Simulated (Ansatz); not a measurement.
Program: Ansatz 0.2.0.

A structure relaxed at PBE0-D4/def2-TZVP, charge 0, multiplicity 1:

```csv
atom,x (Å),y (Å),z (Å)
C1,-0.1217,-1.0871,1.3839
N2,0.2405,-0.0574,0.4413
C3,1.5167,0.5597,0.7152
Si4,-0.6137,0.3046,-0.9834
O5,-0.5933,1.9072,-1.3110
O6,-2.1235,-0.2833,-0.7202
O7,0.0188,-0.3040,-2.3696
H8,0.6083,-1.9097,1.3892
H9,-0.1647,-0.6843,2.4046
H10,-1.1016,-1.4966,1.1420
H11,1.7301,1.3431,-0.0144
H12,2.3389,-0.1689,0.6810
H13,1.5265,1.0184,1.7131
H14,-1.0332,2.4640,-0.6675
H15,-2.6500,-0.4362,-1.5061
H16,0.4219,-1.1693,-2.2982
```

**Question.** Give its formula and SMILES.

**Answer.** C2H9NO3Si, `CN(C)[Si](O)(O)O`.

**Question.** Point group (tolerance 0.08 Å, 0.16 Å for H)?

**Answer.** C1.

**Question.** Summarise the bond lengths by kind.

**Answer.** 2 × C–N 1.442 to 1.444 Å; 6 × C–H 1.089 to 1.100 Å; 1 × N–Si 1.700 Å; 3 × O–Si 1.636 to 1.641 Å; 3 × H–O 0.957 to 0.958 Å.
